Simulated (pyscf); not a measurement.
## H₃Ge–SeH, singlet

Gas-phase minimum from PySCF at ωB97X-D3(BJ)/def2-SVP, one conformer. 

SMILES: [GeH3][SeH]
```xyz
6

Ge    -0.3421     0.2131    -0.2007
Se     1.8678     0.9737    -0.0444
H     -0.9756     0.1127     1.1937
H     -1.0697     1.2660    -1.0440
H     -0.3908    -1.1554    -0.8941
H      2.2935    -0.1709     0.7674
```
Charge 0, spin multiplicity 1.

Bonded distances (Å): Ge1–Se2 2.342, Ge1–H3 1.535, Ge1–H4 1.533, Ge1–H5 1.535, Se2–H6 1.466. Angles (°): Se2–Ge1–H3 110.5, Se2–Ge1–H4 105.2, Se2–Ge1–H5 110.5, H3–Ge1–H4 110.4, H3–Ge1–H5 109.8, H4–Ge1–H5 110.4, Ge1–Se2–H6 93.3.

Properties at ωB97X-D3(BJ)/def2-SVP:

```yaml
harmonic_wavenumbers_unscaled: 150, 310, 494, 566, 733, 852, 892, 910, 2191, 2195, 2210, 2499 cm⁻¹
zero_point_energy: 20.0 kcal/mol
rotational_symmetry_number: 1
Entropy of this conformer at 298 K and 1 atm, rigid rotor and harmonic oscillator, modes under 100 cm⁻¹ raised to 100: 298.9 J/(mol K)
dipole_moment: 1.21 D
```

Single-point totals, which compare only within one level (frozen core for MP2 and CC):

| level | total energy (hartree) |
|---|---|
| ωB97X-D3(BJ)/def2-TZVP | -4480.86990 |
| PBE/def2-TZVP | -4480.28759 |
| r²SCAN/def2-TZVP | -4480.95183 |
| B3LYP-D3(BJ)/def2-TZVP | -4481.06975 |
| PBE0-D3(BJ)/def2-TZVP | -4480.42860 |
| M06-2X/def2-TZVP | -4480.99035 |
| ωB97M-D3(BJ)/def2-TZVP | -4481.00168 |
| HF/def2-TZVPP | -4477.55815 |
| MP2/def2-TZVPP | -4478.10027 |
| CCSD/def2-TZVPP | -4478.12156 |
| CCSD(T)/def2-TZVPP | -4478.14107 |

Soft torsions are taken as harmonic, which can shift the entropy by several J/(mol K). The CCSD(T) − MP2 part came from Ansatz, without density fitting, on the same reference. The frozen core leaves the outer d or s,p core shells of the metals and heavy elements correlated in the MP2 and CC values, and def2-TZVPP describes them poorly, so these totals are far from the basis limit. Elements up to Kr have no core potential and no relativistic terms here.
